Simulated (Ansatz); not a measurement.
# Ligand exchange: NaBr + BH2(CH3) → CH3Na + BH2Br

Species: NaBr, singlet; BH2(CH3), singlet; CH3Na `[CH3][Na]`, singlet; BH2Br `BBr`, singlet. The partners trade Br for CH3: Na–Br and B–CH3 bonds give way to Na–CH3 and B–Br.

Shapes, held fixed at every level: PBE0-D4/def2-TZVP. Programs: Ansatz 0.2.0. The zero-point and thermal change to 298 K, harmonic and unscaled (PBE0-D4/def2-TZVP), is -7.3 kJ/mol.

| level | kind | ΔH(298 K) (kJ/mol) | less CCSD(T)/def2-TZVPP |
| --- | --- | --- | --- |
| HF/def2-SVP | Hartree–Fock | +259.6 | +56.4 |
| SPW92/def2-TZVPP | LDA | +189.1 | -14.1 |
| r2SCAN-D4/def2-TZVPP | meta-GGA | +215.4 | +12.2 |
| PBE0-D4/def2-TZVPP | global hybrid | +209.3 | +6.1 |
| r2SCAN0-D4/def2-TZVPP | global hybrid | +225.6 | +22.4 |
| wB97M-V/def2-TZVPP | range-separated hybrid | +210.6 | +7.4 |
| B2PLYP/def2-TZVPP | double hybrid | +205.6 | +2.4 |
| CCSD(T)/def2-TZVPP | coupled cluster or CI | +203.2 | 0.0 |

The highest level, CCSD(T)/def2-TZVPP, gives ΔH(298 K) = +203.2 kJ/mol; the levels span +189.1 to +259.6. The column of differences is taken from that level and isn't an error. No measured value is set beside it here. Relativity is left out for Br. Outer-core shells of Br, Na are correlated in most correlated rows, in sets that cover them unevenly.
